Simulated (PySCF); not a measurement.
An unknown is described by computed data only.

Formula: C8H11FS.

- 13C NMR: chemical shifts (computed TMS as zero) by class: 147.6 (1 C), 135.6 (1 C), 86.3 (1 C), 84.4 (1 C), 32.6 (1 C), 23.3 (1 C), 19.0 (1 C), 4.8 (1 C) ppm [GIAO PBE0/pcSseg-1]
- Rotational structure: rotational constants A, B, C: 1.685, 0.608, 0.593 GHz [GFN2-xTB]
- 1H NMR: chemical shifts (computed TMS as zero) by class: 5.94 (1 H), 2.59 (1 H), 2.11 (3 H), 1.99 (3 H), 1.44 (3 H) ppm [GIAO PBE0/pcSseg-1]
- Dipole: 1.42 D [PBE0/pcSseg-1]
- NMR, other nuclei: isotropic shieldings of nuclei other than C and H, by class: 303 (1 F), 525 (1 S) ppm [GIAO PBE0/pcSseg-1]

Electronic properties: PySCF, gas phase, density fitting. Levels stand in brackets. Isolated species at its GFN2-xTB geometry (one conformer only). GFN2-xTB frequencies show an imaginary mode (21i cm⁻¹), so this geometry is no minimum at that level. NMR classes are plain means over equivalent atoms (diastereotopic ones count apart unless rotation or inversion swaps them), as if these changed places fast.

Q: Propose a structure and show how it fits.

A: Numbering: `[CH3:1][C:2]#[C:3][C@@H:4]([CH3:5])/[C:6](=[CH:7]\[F:8])[S:9][CH3:10]`. Its formula, C8H11FS, gives 3 degrees of unsaturation: 0 rings and 3 π bonds in the structure found. 8 carbons fall into 8 classes; from least to most shielded: vinylic C–F carbon [C7] (147.6 ppm), fully substituted alkene carbon [C6] (135.6 ppm), alkyne carbon [C3] (86.3 ppm), alkyne carbon [C2] (84.4 ppm), allylic carbon [C4] (32.6 ppm), methyl carbon [C5] (23.3 ppm), S-methyl carbon [C10] (19.0 ppm), propargylic carbon [C1] (4.8 ppm). Hydrogen classes from least to most shielded: 1 H on a vinylic C–F carbon, C7 (5.94 ppm), 1 H on an allylic carbon, C4 (2.59 ppm), 3 H on an S-methyl carbon, C10 (2.11 ppm), 3 H on a propargylic carbon, C1 (1.99 ppm), 3 H on a methyl carbon, C5 (1.44 ppm, a mean of values up to 0.7 ppm apart in this geometry). The other shieldings belong to: 303 ppm, vinyl fluorine [F8]; 525 ppm, sulfide sulfur [S9]. The optimised geometry has point group C1 and is an asymmetric top. Structure: `F/C=C(\[C@@H](C#CC)C)SC`. Computed isomers that give other values at the same levels: `CCCc1c(C)csc1F` (13C chemical shifts (computed TMS as zero) by class: 173.6 (1 C), 138.4 (1 C), 127.0 (1 C), 114.2 (1 C), 30.9 (1 C), 29.7 (1 C), 18.1 (1 C), 17.3 (1 C) ppm); `CC(=S)C1=C(F)CCCC1` (13C chemical shifts (computed TMS as zero) by class: 250.4 (1 C), 178.8 (1 C), 128.1 (1 C), 45.3 (1 C), 34.5 (1 C), 32.4 (1 C), 26.6 (1 C), 26.4 (1 C) ppm). The assignments are read from this structure; whether some other isomer fits the data as well wasn't checked. The mirror image fits equally.

Shape of the structure used: `[CH3:1][C:2]#[C:3][C@@H:4]([CH3:5])/[C:6](=[CH:7]\[F:8])[S:9][CH3:10]`: C3–C4–C6–C7 -54°, C4–C6–S9–C10 179°.
